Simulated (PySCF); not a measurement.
**Induced dipoles and field energies**

Species: C3H6O2Si.
Structure used (GFN2-xTB), in Å, numbered top down from 1:
```
atom  x, y, z in Å
C1     1.3458   -0.7605    0.0822
C2     1.4935    0.5321   -0.1838
O3     0.4706    1.4387   -0.2329
Si4   -1.0459    1.0223    0.1970
C5    -1.0294   -0.8658   -0.1104
O6     0.1980   -1.4351    0.3477
H7     2.2054   -1.4108    0.1412
H8     2.4596    0.9645   -0.3856
H9    -1.2658    1.2698    1.6197
H10   -1.8900    1.7482   -0.7365
H11   -1.8060   -1.4190    0.4162
H12   -1.1348   -1.0851   -1.1808
```

Level: CAM-B3LYP/def2-SVPD (PySCF); nuclei fixed, core orbitals frozen in the response. Permanent dipole (-0.973, -0.026, -0.270) D (1 au = 2.5417 D). Static polarisability (au):

```
x   69.11 -2.43 -0.74
y   -2.43 69.99 -0.82
z   -0.74 -0.82 53.18
```

Only the terms in μ and α are kept: μ(F) = μ + αF and ΔE = −μ·F − ½ F·αF.

(1) A field of 0.01 au (0.514 V/Å) is applied along each axis in both senses. Find the induced dipole, the size of the total dipole and the two energy terms.

(2) For the field (-0.0080, -0.0090, 0.0010) au, what is the induced dipole, and what angle does it make with the field?

(3) Which field along μ doubles the dipole in that direction (linear response)?

(4) What field makes μF equal to kT at 200 K?

(5) Induction energy −ᾱe²/2R⁴ of a unit charge at 12 Å, the molecule taken as a point?

Results:

(1) 
```tsv
field along	induced x (D)	induced y (D)	induced z (D)	total size (D)	−μ·F (kJ/mol)	−½F·αF (kJ/mol)
+x	1.757	-0.062	-0.019	0.840	+10.051	-9.072
−x	-1.757	0.062	0.019	2.741	-10.051	-9.072
+y	-0.062	1.779	-0.021	2.056	+0.269	-9.188
−y	0.062	-1.779	0.021	2.037	-0.269	-9.188
+z	-0.019	-0.021	1.352	1.468	+2.789	-6.981
−z	0.019	0.021	-1.352	1.882	-2.789	-6.981
```

(2) αF = (-1.352, -1.554, 0.169) D, at 0.6° to the field. The polarisability along this direction, F·αF/F², is 67.27 au, against a mean of 64.10 au.

(3) The polarisability along the dipole is 67.46 au, so F = 0.3974 au / 67.46 au = 0.0059 au = 0.30 V/Å; higher-order terms are ignored.

(4) kT = 0.6334 × 10⁻³ Eh, so F = 0.00159 au = 8.2 MV/cm.

(5) R = 22.68 bohr, so the energy is −64.1/(2 × 22.68⁴) Eh = -0.318 kJ/mol. The charge–dipole term at its most favourable orientation, −μe/R², is -2.03 kJ/mol.

One conformer (not necessarily the lowest) at the GFN2-xTB geometry, without solvent, vibrations or thermal averaging.

The run behind these numbers computed excited states as well. The run took 51 s (with the writing of density and orbital grids) on one thread, Arm Neoverse N1 (aarch64) (shared host), and the process peaked at 0.75 GiB of memory.
